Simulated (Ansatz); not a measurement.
Worked example: C3H8O + Si(SiH3)F3 → C2H5FO + Si(CH3)(SiH3)F2

Species: C3H8O (methoxyethane) `CCOC`, singlet; Si(SiH3)F3, singlet; C2H5FO (methoxymethyl fluoride) `COCF`, singlet; Si(CH3)(SiH3)F2, singlet. The partners trade CH3 for F: C–CH3 and Si–F bonds give way to C–F and Si–CH3.

Shapes, held fixed at every level: PBE0-D4/def2-TZVP. Flexible molecules stand in one conformer, not always the lowest. Programs: Ansatz 0.2.0. The zero-point and thermal change to 298 K, harmonic and unscaled (PBE0-D4/def2-TZVP), is -2.7 kJ/mol.

At CCSD(T)/CBS estimate; 1 Eh = 2625.50 kJ/mol:

| species | energy (Eh) |
| --- | --- |
| C3H8O | -194.128618 |
| Si(SiH3)F3 | -879.543230 |
| C2H5FO | -254.057161 |
| Si(CH3)(SiH3)F2 | -819.551807 |

Task: Work out ΔH(298 K) of the reaction at this level.

Result: 
1. Products less reactants: (-254.057161) + (-819.551807) − [(-194.128618) + (-879.543230)] = 0.062880 Eh = +165.1 kJ/mol.
2. With the thermal change: +165.1 + (-2.7) = +162.4 kJ/mol.

Other levels give +140.9 (PBE-D4/def2-TZVPP) to +163.4 kJ/mol (HF/def2-TZVPP). No measured value is set beside it here. The CBS estimate extrapolates MP2 from def2-TZVPP and def2-QZVPP and adds CCSD(T) − MP2 in the triple-zeta set, cores frozen.
